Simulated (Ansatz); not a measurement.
A nudged elastic band was laid between two geometries of ClH5OSi2 + H2 (11 atoms, charge 0, multiplicity 1).

Computed with Ansatz 0.2.0, RKS CAM-B3LYP/6-31G*.

```json
{
 "movable images": "5",
 "climbing image": "yes",
 "spring": "5.0 eV/Å²",
 "optimiser": "quadratic models (default)",
 "start path": "through a guess of the saddle point",
 "force threshold": "0.03 eV/Å",
 "iteration limit": "60",
 "end points": "relaxed"
}
```

Initial state:

```xyz
11
Properties=species:S:1:pos:R:3
Si -0.490 0.365 -0.074
O -0.135 0.262 1.534
H 0.449 -0.451 1.824
Cl 1.215 0.846 -1.173
H -1.413 1.512 -0.192
Si -1.323 -1.634 -0.951
H -2.601 -1.989 -0.283
H -1.555 -1.506 -2.411
H -0.346 -2.727 -0.708
H 1.442 -2.526 1.894
H 1.937 -2.170 2.325
```

Final state:

```xyz
11
Properties=species:S:1:pos:R:3
Si 0.424 0.127 -0.341
O -0.048 -1.084 2.073
H -0.935 -1.120 2.459
Cl 0.844 1.068 -2.173
H -0.182 1.175 0.505
Si -1.008 -1.675 -0.737
H -2.251 -1.542 0.069
H -1.400 -1.779 -2.166
H -0.352 -2.951 -0.345
H 1.740 -0.289 0.188
H 0.349 -1.947 2.256
```

Problem. What changes between the two ends?

Solution. Bonds broken: Si1–O2, H10–H11. Bonds formed: Si1–H10, O2–H11. ClH5OSi2 + H2 becomes ClH5Si2 + H2O.

Problem. Give the energies along the band, and the barrier.

Solution. The forces met the threshold. The highest image is number 3 of 0 to 6, 245.3 kJ/mol above the first end and 186.1 kJ/mol above the last; the last end lies 59.3 kJ/mol above the first. Neighbouring images differ by up to 2.4 eV, so the band resolves the path poorly. A vibrational analysis at the climbing image gives one clearly imaginary mode, 1518i cm⁻¹: a first-order saddle point. The orbitals stay closed-shell, which can raise the energy where a bond breaks towards radicals; this wasn't checked here.

```
image  path coordinate (Å)  energy (kJ/mol)  Si1–O2 (Å)  H10–H11 (Å)  Si1–H10 (Å)
    0                 0.00              0.0        1.65         0.75         4.00
    1                 1.57              3.0        1.65         0.75         3.42
    2                 3.14             16.1        1.66         0.75         2.98
    3                 4.71            245.3        1.86         1.12         1.77
    4                 6.27             94.4        2.54         2.05         1.48
    5                 7.83             64.1        2.71         2.72         1.48
    6                 9.39             59.3        2.74         2.99         1.48
```

Problem. What is the geometry of the highest image?

Solution. 
```xyz
11
Properties=species:S:1:pos:R:3
Si 0.123 -0.215 0.084
O 0.229 -0.079 1.931
H -0.557 0.058 2.494
Cl 1.755 0.494 -0.998
H -0.749 1.002 0.054
Si -1.154 -1.887 -0.930
H -1.968 -2.526 0.143
H -2.087 -1.345 -1.952
H -0.288 -2.924 -1.538
H 1.106 -1.518 0.762
H 0.768 -1.077 1.737
```

Run time: 5.5 min on 2 threads of Arm Neoverse V2, on a shared host, peak memory 0.21 GiB.
